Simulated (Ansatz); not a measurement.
One change: `[NH2][GeH2][SnH3]` becomes `[NH2][GeH2][F]`.

Ansatz, PBE0-D4/def2-TZVP geometries, multiplicity 1. Each molecule was computed in one conformer, which needn't be the lowest.

Elements past krypton have def2 core potentials. Scalar relativity is left out up to krypton.

| property | `[NH2][GeH2][SnH3]` |
| --- | --- |
| ideal-gas entropy at 298 K and 1 bar (rigid rotor, harmonic PBE0-D4/def2-TZVP) / J/(mol·K) | 366 |
| LUMO energy (PBE/def2-TZVPP) / eV | -0.94 |
| LUMO energy (B3LYP/def2-TZVPP) / eV | -0.41 |
| LUMO energy (ωB97M-V/def2-TZVPP) / eV | 1.38 |
| size of the dipole moment (ωB97M-V/def2-TZVPP) / D | 1.23 |
| size of the dipole moment (PBE/def2-TZVPP) / D | 1.23 |

Question: What does the change do to each property? (An estimate is asked.)

Answer: Ansatz gave: 
```tsv
property	`[NH2][GeH2][F]`	shift
ideal-gas entropy at 298 K and 1 bar (rigid rotor, harmonic PBE0-D4/def2-TZVP) / J/(mol·K)	295	-71
LUMO energy (PBE/def2-TZVPP) / eV	-0.33	0.61
LUMO energy (B3LYP/def2-TZVPP) / eV	0.18	0.59
LUMO energy (ωB97M-V/def2-TZVPP) / eV	2.04	0.66
size of the dipole moment (ωB97M-V/def2-TZVPP) / D	1.69	0.46
size of the dipole moment (PBE/def2-TZVPP) / D	1.68	0.45
```

With PBE0 the HOMO falls by 0.79 eV and the LUMO rises by 0.69 eV, so the gap widens by about 1.48 eV. PBE moves the HOMO by -0.64 eV and ωB97M-V by -1.02 eV. The zero-point energy changes by -46.1 kJ/mol with -9 modes. Dipoles are sizes alone; their direction can turn. Modes under 60 cm⁻¹, often nearly free rotors, make the harmonic entropy too high.

Positive LUMOs are unbound, so they and the gaps depend on the basis.

B3LYP here is the variant with VWN-RPA as its local correlation; programs differ in this.
